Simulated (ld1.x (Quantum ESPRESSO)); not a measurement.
# Hf, TM: configuration errors across variants

Hf, norm-conserving Troullier–Martins (Kleinman–Bylander form), made with ld1.x (Quantum ESPRESSO) 7.5 (PBE, fully relativistic). Core [Xe] 4f14, reference 5d2 6s2 6p0. Waves: 6s (bound): rc 2.05 bohr; 6p (bound, empty): rc 3.00 bohr; 5d (bound): rc 2.70 bohr. Local part: the d channel. Core correction: a·sin(br)/r model core inside 1.70 bohr.

Open shells are filled in proportion to 2j + 1 (rel_dist='average').

All-electron excitation energies from the reference (eV): (1) 5d2 6s1 6p0 7.980; (2) 5d2 6s0 6p0 22.160; (3) 5d1 6s0 6p0 43.943; (4) 5d3 6s0 6p0 9.991; (5) 5d2.5 6s1.5 6p0 1.253.

Tests that are not counted but printed errors over 1 eV. “base”: 5d2 6s0 6p2 (converged, but collapsed or in another state, printed error -59.0 eV). “wave 6s (bound): rc 2.05 bohr becomes 6s (bound): rc 2.98 bohr”: 5d2 6s0 6p2 (solver errors, printed error -11.8 eV). “wave 6p (bound): rc 3.00 bohr becomes 6p (bound): rc 4.16 bohr”: 5d2 6s0 6p2 (solver errors, printed error -32.5 eV). “local potential all-electron potential smoothed inside 1.90 bohr (lloc = -1)”: 5d2 6s0 6p2 (solver errors, printed error -70.1 eV); 5d2 6s1 6p1 (solver errors, printed error -74.1 eV). “core correction none”: 5d2 6s0 6p2 (solver errors, printed error -8.2 eV).

5 further variants failed, have other tests or another functional or relativity, and are left out.

A true bound ghost makes a file unfit for plane-wave use even where its test errors are small: the radial tests pick states by their node count and pass the ghost by. Where a test does run into it, the solver fails or the error is huge.

The file “base” misses its own reference levels by 0.3 eV. The file “wave 6s (bound): rc 2.05 bohr becomes 6s (bound): rc 2.98 bohr” misses its own reference levels by 0.3 eV. The file “wave 6p (bound): rc 3.00 bohr becomes 6p (bound): rc 4.16 bohr” misses its own reference levels by 0.3 eV. The file “wave 5d (bound): rc 2.70 bohr becomes 5d (bound): rc 3.06 bohr” misses its own reference levels by 0.3 eV. The file “core correction none” misses its own reference levels by 0.3 eV.

Errors AE − PS in meV (a dash: test not solved or not reliable):

| change | (1) | (2) | (3) | (4) | (5) | bound ghosts |
| --- | --- | --- | --- | --- | --- | --- |
| base | -6.5 | -33 | -292 | -46 | -11 | s, p3/2 |
| wave 6s (bound): rc 2.05 bohr becomes 6s (bound): rc 2.98 bohr | -7.4 | -42 | -238 | -87 | -14 | s, p3/2 |
| wave 6p (bound): rc 3.00 bohr becomes 6p (bound): rc 4.16 bohr | -6.5 | -33 | -292 | -46 | -11 | s, p3/2 |
| wave 5d (bound): rc 2.70 bohr becomes 5d (bound): rc 3.06 bohr | -8.3 | -41 | -295 | -31 | -10 | s |
| local potential all-electron potential smoothed inside 1.90 bohr (lloc = -1) | -3.9 | -29 | -294 | -40 | -6.7 | d5/2, s, p3/2, p1/2 |
| core correction none | +25 | +248 | +342 | +240 | +11 | s, p3/2 |

Task: Give the same row for: all radii but the core radius scaled by about 0.77 (s 1.58, p 2.30, d 2.08 bohr).

Result: –, +72, -230, +68, -7.7; bound ghosts: p3/2, s. Not counted: 5d2 6s0 6p2 (solver errors, printed error -38.1 eV); 5d2 6s1 6p1 (solver errors, printed error -10.5 eV); 1 more.
